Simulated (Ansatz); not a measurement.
Relaxation of BrClH₄Si (7 atoms, charge 0, multiplicity 1), to a largest force component of 0.03 eV/Å in at most 50 steps.

Method: RKS PBE-D4/def2-SVP (Ansatz).

```xyz
7
Properties=species:S:1:pos:R:3
Si -0.940 0.257 -0.140
Br 2.045 -1.653 0.570
H -0.694 -0.830 -1.140
H -0.887 -0.233 1.274
H -2.251 0.927 -0.410
H 2.179 -0.215 0.236
Cl 0.548 1.747 -0.390
```

Where does it end, and by what steps?

The run converged. After 6 steps the energy has fallen by 0.056 eV; Br2 moved furthest, 0.33 Å.

```csv
step,energy less start (eV),largest force component (eV/Å),accepted
0,0.0000,0.796,yes
1,-0.0306,0.275,yes
2,-0.0424,0.217,yes
3,-0.0494,0.118,yes
4,-0.0525,0.296,yes
5,-0.0560,0.091,yes
6,-0.0564,0.004,yes
```

```xyz
7
Properties=species:S:1:pos:R:3
Si -0.991 0.269 -0.146
Br 2.374 -1.594 0.586
H -0.813 -0.840 -1.136
H -1.008 -0.249 1.258
H -2.237 1.049 -0.440
H 2.048 -0.231 0.222
Cl 0.627 1.596 -0.343
```

The run took 7.3 s on 2 threads of Intel(R) Xeon(R) Platinum 8488C (Sapphire Rapids), with other jobs on the host, peak memory 0.14 GiB.
